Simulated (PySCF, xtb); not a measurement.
F4Se, charge -1, multiplicity 2. Atoms are numbered in the order given.

```xyz
5

Se     0.0000     0.0000     0.3985
F      1.8866     0.0000     0.2908
F     -1.8866     0.0000     0.2908
F      0.0000     1.2052    -1.0436
F      0.0000    -1.2052    -1.0436
```
Charge -1, spin multiplicity 2.

Geometry optimised at TPSSh-D3(BJ)/def2-SVPD.

Method: C-PCM-PBE0/def2-SVPD (PySCF).

The values are the electrostatic part of the solvation free energy, E(continuum) − E(gas) at the gas-phase geometry, in a cavity of scaled van der Waals radii (PySCF's table); cavitation and dispersion terms are not included.

```csv
solvent,ε,ΔG(elec) (kcal/mol)
water,78.36,-57.9
toluene,2.37,-33.7
chloroform,4.71,-46.0
```

For comparison, GFN2-xTB/ALPB(water) (xtb, at the GFN2-xTB geometry, all terms of that model) gives -59.1 kcal/mol.
